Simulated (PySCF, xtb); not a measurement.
CH7FO2Si2, SMILES O[Si](O)(F)C[SiH3].

GFN2-xTB (xtb 6.7.1) at its own geometry gives an orbital gap of 6.12 eV and a dipole moment of 1.85 D.

Coordinates come from a B3LYP-D3(BJ)/def2-SVP optimisation. The structure was generated by enumeration, and PubChem lists no compound with its InChIKey, so it may never have been made. One conformer was computed; it need not be the lowest.

**Question.** What does PySCF with PBE/def2-TZVP give? (An estimate is asked for; the answer gives what the named calculation found.)

**Answer.** gap 6.87 eV (levels -7.40 and -0.53 eV), dipole 1.72 D.
